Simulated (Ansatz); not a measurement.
Calculated with Ansatz (gas phase, PBE0-D4/def2-TZVP geometries, no zero-point term in ΔE). CBS: MP2 limit from def2 TZ/QZ plus the TZ coupled-cluster correction, frozen cores. DFT in def2-TZVPP. B3LYP here is the variant with VWN-RPA as its local correlation; programs differ in this. One conformer a species, not always the lowest.

`CCNBN` + `C=CN(C)C` → `CN(C)BN` + `C=CNCC`  (formal exchange of groups at a B–N bond)

`CCNBN`:

```xyz
14

C    -1.875   -0.707    0.679
C    -0.408   -1.044    0.473
N     0.255   -0.155   -0.449
B     1.290    0.743   -0.127
N     1.878    1.610   -1.073
H    -2.425   -0.759   -0.265
H    -2.344   -1.407    1.375
H    -1.985    0.304    1.076
H    -0.318   -2.085    0.134
H     0.124   -0.983    1.426
H    -0.114   -0.191   -1.387
H     1.690    0.772    1.004
H     1.615    1.661   -2.041
H     2.617    2.240   -0.824
```

`C=CN(C)C`:

Z-matrix (Å, degrees):
```
C
N 1 1.436
H 1 1.091 2 109.4
H 1 1.092 2 109.9 3 -118.8
H 1 1.101 2 112.6 3 120.7
C 2 1.373 1 117.9 3 172.8
C 2 1.440 1 115.9 3 -40.2
C 6 1.338 2 127.5 1 -6.0
H 6 1.087 2 113.0 1 175.8
H 7 1.093 2 110.0 1 55.2
H 7 1.101 2 112.9 1 -65.7
H 7 1.091 2 109.6 1 173.9
H 8 1.081 6 119.4 2 -175.5
H 8 1.082 6 123.1 2 3.4
```

`CN(C)BN`:

Z-matrix (Å, degrees):
```
C
N 1 1.437
H 1 1.098 2 111.3
H 1 1.090 2 111.4 3 120.0
H 1 1.098 2 111.4 3 -119.8
C 2 1.439 1 113.2 3 59.2
B 2 1.411 1 124.8 3 -121.1
H 6 1.099 2 111.4 1 -59.8
H 6 1.089 2 109.9 1 -179.9
H 6 1.099 2 111.5 1 60.0
N 7 1.411 2 124.4 1 0.0
H 7 1.200 2 117.8 1 180.0
H 11 1.004 7 125.6 2 -0.2
H 11 1.003 7 121.0 2 179.9
```

`C=CNCC`:

Z-matrix (Å, degrees):
```
C
C 1 1.521
N 1 1.446 2 114.6
H 1 1.094 2 110.1 3 -122.2
H 1 1.095 2 109.9 3 121.1
H 2 1.093 1 110.9 3 60.8
H 2 1.093 1 111.0 3 -179.2
H 2 1.093 1 110.8 3 -58.9
C 3 1.375 1 119.4 2 73.4
H 3 1.009 1 114.4 2 -67.3
C 9 1.334 3 127.2 1 -151.9
H 9 1.088 3 113.1 1 31.2
H 11 1.080 9 120.2 3 -174.7
H 11 1.085 9 122.0 3 3.6
```

| level | ΔE (kcal/mol) |
| --- | --- |
| r2SCAN-D4 | 2.2 |
| ωB97M-V | 2.3 |
| B3LYP | 2.2 |
| SCS-MP2/def2-QZVPP | 2.4 |

Problem. What does CCSD(T)/CBS give? (Estimate.)

Solution. The calculation gave: +2.2 kcal/mol. The listed levels differ from it by 0.0, 0.1, 0.0, 0.2 kcal/mol.

Largest T1 diagnostic among the species: 0.011.
